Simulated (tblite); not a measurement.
Compound: C5H11NSi.
Cartesian coordinates in Å at the GFN2-xTB level; atoms count from 1:
```
atom  x, y, z in Å
C1     2.7101    0.1125    0.3565
N2     1.9828   -1.0092    0.8789
C3     0.7668   -1.1660    0.5785
C4    -0.0760   -0.3036   -0.2734
C5    -1.5090   -0.7944   -0.5474
C6    -2.3230    0.4309   -0.0776
Si7   -0.7538    1.2966    0.5804
H8     2.8473    0.0265   -0.7264
H9     3.6896    0.1269    0.8338
H10    2.1941    1.0610    0.5532
H11    0.2827   -2.0246    1.0359
H12    0.4660   -0.0655   -1.1913
H13   -1.7412   -1.6779    0.0477
H14   -1.6773   -1.0425   -1.5949
H15   -3.0922    0.1820    0.6503
H16   -2.8161    0.9432   -0.9016
H17   -0.3708    2.5657   -0.0400
H18   -0.5888    1.3448    2.0314
```

Calculated harmonic vibrations of the isolated species, GFN2-xTB (tblite), most abundant isotopes, no scaling. Against measured fundamentals such values can be off by several per cent, at times by over 20. Modes of hydrogen on silicon can be 10 to 20 % off. One conformer, not necessarily the lowest.

Harmonic wavenumbers (cm⁻¹): 41.9, 70.1, 131.7, 152.2, 228.9, 335.3, 432.9, 458.3, 472.2, 510.8, 614.8, 632.7, 691.2, 708.3, 762.4, 786.4, 845.0, 879.3, 987.9, 1014.2, 1040.4, 1044.6, 1080.2, 1094.2, 1132.7, 1152.4, 1187.3, 1209.2, 1257.5, 1297.0, 1339.4, 1389.9, 1469.7, 1471.4, 1484.3, 1494.0, 1706.0, 2259.3, 2286.7, 2891.2, 2930.3, 2940.3, 2979.7, 2994.8, 2997.5, 3003.6, 3007.7, 3012.8.

A = 4192, B = 1428, C = 1181 MHz; mass 113.066 u (most abundant isotopes); point group C1, symmetry number 1.

Task: What is the zero-point energy?

Result: ½Σν̃ = 31955 cm⁻¹ = 382.27 kJ/mol.

Task: What is S at 400 K and 1 bar for an ideal gas of classical rigid rotors and harmonic oscillators?

Result: Translation 173.93, rotation 121.69, vibration 138.83: S = 434.5 J/(mol K).

Task: And Cp and H(400 K) − H(0)?

Result: Cp = 184.61 J/(mol K), of which vibrations give 151.35 (their classical limit is 48 R = 399.1); H(400 K) − H(0) = 42.43 kJ/mol without the zero-point energy, 29.13 from vibrations.

Task: Blend soft modes into free rotors: weight 1/[1 + (100 cm⁻¹/ν̃)⁴] for the oscillator and the rest for a rotor with moment μB/(μ + B), μ = h/(8π²ν), B = 10⁻⁴⁴ kg m². What vibrational entropy results?

Result: 126.68 J/(mol K) in place of 138.83, which changes −T·S at 400 K by +4.86 kJ/mol.

Task: Which modes carry the vibrational entropy at 400 K?

Result: 41.9 cm⁻¹: 24.06; 70.1 cm⁻¹: 19.79; 131.7 cm⁻¹: 14.60; 152.2 cm⁻¹: 13.43; 228.9 cm⁻¹: 10.16; 335.3 cm⁻¹: 7.24 J/(mol K); the other 42 give 49.55 together.

Task: What must be added to the electronic energy to get the Gibbs energy at 400 K and 1 bar?

Result: ZPE + [H(400 K) − H(0)] − T·S = 382.27 + 42.43 − 173.78 = 250.92 kJ/mol.

Hindered rotation and anharmonicity are outside this model. Other conformers, if any are populated, would add a mixing term that is left out. The structure is chiral; the term R ln 2 for an equal mix with its mirror image is left out.

On one thread of an Arm Neoverse N1, shared host, this took 1.0 s of wall time. The figure is for the frequency step alone.
